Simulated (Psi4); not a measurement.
diisopropylamine (C₆H₁₅N), singlet, geometry from GFN2-xTB; Psi4 with M06-2X/STO-3G.

The Psi4 input:
```
memory 2 GB

molecule mol {
0 1
C     1.993013    0.804538    0.645581
C     1.212194   -0.328797   -0.034143
C     2.012736   -0.893182   -1.207392
N    -0.091051    0.083254   -0.526519
C    -1.154709    0.208408    0.460537
C    -2.195064    1.206786   -0.038718
C    -1.800523   -1.162626    0.673189
H     2.198391    1.599184   -0.070356
H     1.424823    1.224292    1.473420
H     2.939062    0.435550    1.033466
H     1.047218   -1.129965    0.694558
H     1.451227   -1.689888   -1.686586
H     2.966415   -1.286610   -0.865086
H     2.200254   -0.114154   -1.943021
H     0.008086    0.945129   -1.052448
H    -0.768745    0.565702    1.433238
H    -2.573618    0.890232   -1.007737
H    -1.759342    2.199319   -0.141374
H    -3.026777    1.268156    0.658632
H    -1.068259   -1.881668    1.030028
H    -2.603200   -1.094850    1.403219
H    -2.204057   -1.523971   -0.268653
}

set {
  basis sto-3g
  reference rks
  guess modhuckel
}

energy('m06-2x')
print_variables()
```

It wrote (shortened):

```
   => Loading Basis Set <=

    Name: STO-3G
    Role: ORBITAL
    Keyword: BASIS

         ---------------------------------------------------------
                                   SCF
               by Justin Turney, Rob Parrish, Andy Simmonett
                          and Daniel G. A. Smith
                              RKS Reference
         ---------------------------------------------------------

  ==> Geometry <==

    Molecular point group: c1
    Full point group: C1

    Geometry (in Angstrom), charge = 0, multiplicity = 1:

       Center              X                  Y                   Z               Mass
    ------------   -----------------  -----------------  -----------------  -----------------
         C            1.995286927475     0.808523598679     0.652380090396    12.000000000000
         C            1.214467927475    -0.324811401321    -0.027343909604    12.000000000000
         C            2.015009927475    -0.889196401321    -1.200592909604    12.000000000000
         N           -0.088777072525     0.087239598679    -0.519719909604    14.003074004430
         C           -1.152435072525     0.212393598679     0.467336090396    12.000000000000
         C           -2.192790072525     1.210771598679    -0.031918909604    12.000000000000
         C           -1.798249072525    -1.158640401321     0.679988090396    12.000000000000
         H            2.200664927475     1.603169598679    -0.063556909604     1.007825032230
         H            1.427096927475     1.228277598679     1.480219090396     1.007825032230
         H            2.941335927475     0.439535598679     1.040265090396     1.007825032230
         H            1.049491927475    -1.125979401321     0.701357090396     1.007825032230
         H            1.453500927475    -1.685902401321    -1.679786909604     1.007825032230
         H            2.968688927475    -1.282624401321    -0.858286909604     1.007825032230
         H            2.202527927475    -0.110168401321    -1.936221909604     1.007825032230
         H            0.010359927475     0.949114598679    -1.045648909604     1.007825032230
         H           -0.766471072525     0.569687598679     1.440037090396     1.007825032230
         H           -2.571344072525     0.894217598679    -1.000937909604     1.007825032230
         H           -1.757068072525     2.203304598679    -0.134574909604     1.007825032230
[...]
   @DF-RKS iter   4:  -288.85604661062717   -1.80169e-01   1.06066e-03 DIIS/ADIIS
   @DF-RKS iter   5:  -288.85796977951986   -1.92317e-03   2.86082e-04 DIIS/ADIIS
   @DF-RKS iter   6:  -288.85810929348605   -1.39514e-04   4.57573e-05 DIIS
   @DF-RKS iter   7:  -288.85811305176065   -3.75827e-06   1.03097e-05 DIIS
   @DF-RKS iter   8:  -288.85811326075009   -2.08989e-07   3.20898e-06 DIIS
   @DF-RKS iter   9:  -288.85811327974744   -1.89974e-08   3.18743e-07 DIIS
  Energy and wave function converged.

  ==> Post-Iterations <==

   Electrons on quadrature grid:
      Ntotal   =   58.0000755608 ; deviation = 7.556e-05

    Orbital Energies [Eh]
    ---------------------

    Doubly Occupied:

[...]
    Virtual:

[...]
    Final Occupation by Irrep:
              A
    DOCC [    29 ]
    NA   [    29 ]
    NB   [    29 ]

  @DF-RKS Final Energy:  -288.85811327974744

   => Energetics <=

    Nuclear Repulsion Energy =            335.9947496226221801
    One-Electron Energy =               -1055.6682527498489890
    Two-Electron Energy =                 452.6440363558699005
    DFT Exchange-Correlation Energy =     -21.8286465083905235
    Empirical Dispersion Energy =           0.0000000000000000
    VV10 Nonlocal Energy =                  0.0000000000000000
    Total Energy =                       -288.8581132797474424

Computation Completed

Properties will be evaluated at   0.000000,   0.000000,   0.000000 [a0]

Properties computed using the SCF density matrix

 Multipole Moments:

 ------------------------------------------------------------------------------------
     Multipole            Electronic (a.u.)      Nuclear  (a.u.)        Total (a.u.)
 ------------------------------------------------------------------------------------

 L = 1.  Multiply by 2.5417464519 to convert [e a0] to [Debye]
 Dipole X            :         -0.1627384            0.2492375            0.0864990
 Dipole Y            :         -0.1067448            0.4368342            0.3300894
 Dipole Z            :         -0.5236249            0.7451913            0.2215664
 Magnitude           :                                                    0.4068572

 ------------------------------------------------------------------------------------

  Variable Map:
  ----------------------------------------------------------------------------
[...]
  Array Variable Map:
  ----------------------------------------------------------------------------
[...]
[...]
```
